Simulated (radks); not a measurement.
The numbers below are computed, except where a source is named.
Neutral cobalt inside a hard spherical wall (all orbitals vanish at R), configuration held at [Ar] 3d7 4s2 and not refilled when levels cross. Code: a radial shooting solver on a logarithmic mesh with Libxc functionals. Model: scalar-relativistic Kohn-Sham, PBEsol, spin-polarised, spherical densities, point nucleus; open shells are filled with parallel spins first. Eigenvalues in eV for spin up, with the zero of energy where the potential of the charges vanishes at infinity; a dash marks a level that is unbound or too diffuse for the functional's potential to be trusted. A positive occupied level is held by the wall or, in an anion where self-interaction has pushed it up, behind a barrier. The pressure on the wall is -dE/dV.

[
 {"R (bohr)": "free", "E (hartree)": "-1391.98098", "kinetic (hartree)": "1409.801", "e(3s)": "-103.48", "e(3p)": "-66.829", "e(3d)": "-9.431", "e(4s)": "-5.745", "e(4p, empty)": "-1.332", "e(5s, empty)": "-", "pressure (GPa)": "0"},
 {"R (bohr)": "20", "E (hartree)": "-1391.98098", "kinetic (hartree)": "1409.801", "e(3s)": "-103.48", "e(3p)": "-66.829", "e(3d)": "-9.431", "e(4s)": "-5.745", "e(4p, empty)": "-1.332", "e(5s, empty)": "-", "pressure (GPa)": "< 0.0001"},
 {"R (bohr)": "12", "E (hartree)": "-1391.98097", "kinetic (hartree)": "1409.802", "e(3s)": "-103.48", "e(3p)": "-66.826", "e(3d)": "-9.428", "e(4s)": "-5.743", "e(4p, empty)": "-1.309", "e(5s, empty)": "0.788", "pressure (GPa)": "0.000376"},
 {"R (bohr)": "10", "E (hartree)": "-1391.98077", "kinetic (hartree)": "1409.804", "e(3s)": "-103.46", "e(3p)": "-66.807", "e(3d)": "-9.410", "e(4s)": "-5.727", "e(4p, empty)": "-1.238", "e(5s, empty)": "1.616", "pressure (GPa)": "0.00624"},
 {"R (bohr)": "8", "E (hartree)": "-1391.97854", "kinetic (hartree)": "1409.822", "e(3s)": "-103.33", "e(3p)": "-66.676", "e(3d)": "-9.281", "e(4s)": "-5.614", "e(4p, empty)": "-0.939", "e(5s, empty)": "3.760", "pressure (GPa)": "0.106"},
 {"R (bohr)": "6", "E (hartree)": "-1391.95481", "kinetic (hartree)": "1409.960", "e(3s)": "-102.56", "e(3p)": "-65.913", "e(3d)": "-8.541", "e(4s)": "-4.874", "e(4p, empty)": "0.428", "e(5s, empty)": "10.406", "pressure (GPa)": "2.02"},
 {"R (bohr)": "5", "E (hartree)": "-1391.89387", "kinetic (hartree)": "1410.243", "e(3s)": "-101.34", "e(3p)": "-64.691", "e(3d)": "-7.370", "e(4s)": "-3.496", "e(4p, empty)": "2.582", "e(5s, empty)": "19.056", "pressure (GPa)": "9.98"}
]
